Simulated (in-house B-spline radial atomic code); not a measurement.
RPA and G0W0 on CAM-B3LYP: neutral copper

Configuration [Ar] 3d10 4s1, highest spin, mean-field start CAM-B3LYP. Computed with a B-spline radial code for spherical atoms: all electrons, scalar-relativistic (spin-free one-electron X2C), finite nucleus, each spin shell either full or empty, empty states to l = 9 with an (l + 1/2)⁻⁴ tail; G0W0 by contour deformation at full frequency.

RPA overbinds a lone outer s electron by self-correlation, and G0W0 tends to as well.

Command:
```bash
python run_gw.py task.json out
```
Settings (radii: box in bohr, nucleus in fm):
```
Z                        29
electrons                29
configuration            [Ar] 3d10 4s1
hamiltonian              x2c
method                   camb3lyp
lmax                     9
rms_radius               3.8823
spin_polarised           True
box_radius               40
intervals                73
ion_configuration        [Ar] 3d10
```

Time taken, with all properties: 11 s on 1 thread of Arm Neoverse N1 (shared host).

Energies (hartree):

```
                                     term        value
                         mean-field total  -1654.93805
Hartree-Fock functional on these orbitals  -1653.15869
                      direct second order      -2.7516
                    second-order exchange      0.77262
                         SOSEX correction      0.67562
```

(1) What is the RPA correlation energy, and what remains with SOSEX?

Quasi-particle levels (eV):

```json
{"level": "4s up", "occupied": "yes", "mean field": "-6.722", "Σx - vxc": "-0.38", "Σc": "?", "QP weight": "?", "G0W0": "?"}
{"level": "4s down", "occupied": "no", "mean field": "-2.112", "Σx - vxc": "2.82", "Σc": "-1.76", "QP weight": "0.928", "G0W0": "-1.052"}
```

G0W0 = mean field + (Σx - vxc) + Σc, with Σc (partial-wave tail included) taken at the quasi-particle energy. Only the outer levels were computed. Levels of low weight are left out.

(2) Where does G0W0 put 4s up?

(3) What does it cost to remove one electron (to [Ar] 3d10) by differences of total energies, each species on its own start (correlation terms add to the Hartree-Fock functional)?

## Answers

(1) RPA gives -2.1706 hartree (-2.04 eV per electron); RPA + SOSEX gives -1.495, and the second-order doubles -1.979 hartree (no singles). SOSEX takes back 31 % of the RPA value.

(2) At -8.178 eV, with Σc = -1.08 eV and a quasi-particle weight of 0.932. The tabulated removal energy is 7.726 eV (NIST, measured); the calculation leaves out spin-orbit coupling, Breit and QED terms, and what these don't explain is the method's own error.

(3) CAM-B3LYP 8.123 eV, Hartree-Fock functional 6.383 eV, + RPA 7.982 eV, + RPA + SOSEX 7.407 eV, + second order 8.647 eV. Tabulated: 7.726 eV (NIST, measured); the calculation leaves out spin-orbit coupling, Breit and QED terms, and what these don't explain is the method's own error.
